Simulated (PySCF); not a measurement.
Isomers of C2Cl4F2, one conformer each; single-point electronic energies without zero-point terms and without any empirical dispersion term.

Level: wB97X-D/pcSseg-2 in PySCF, non-relativistic, each on one gas-phase PBE0-D3(BJ)/def2-TZVP geometry that isn't relaxed in the solvent. The solvent is an IEF-PCM continuum (Bondi radii, 1.10 Å for H, scaled by 1.2). The model holds no explicit solvent molecules, cavitation or dispersion.

```
                isomer  relative energy, gas (kcal/mol)  dipole (D)
`FC(F)(Cl)C(Cl)(Cl)Cl`                              0.0        0.53
`FC(Cl)(Cl)C(F)(Cl)Cl`                              2.9        0.70
```

Q: How do the relative energies look in chloroform (ε = 4.711)?

A: 
```json
{"isomer": "`FC(F)(Cl)C(Cl)(Cl)Cl`", "relative energy, solvent (kcal/mol)": "0.0", "E(solvent) − E(gas) (kcal/mol)": "-0.7", "dipole in solvent (D)": "0.62"}
{"isomer": "`FC(Cl)(Cl)C(F)(Cl)Cl`", "relative energy, solvent (kcal/mol)": "2.9", "E(solvent) − E(gas) (kcal/mol)": "-0.7", "dipole in solvent (D)": "0.82"}
```

The order is unchanged. Conformers: `[F:1][C:2]([Cl:3])([Cl:4])[C:5]([F:6])([Cl:7])[Cl:8]` with F1–C2–C5–F6 60°. The gains span 0.0 kcal/mol, the gas-phase energies 2.9 kcal/mol.
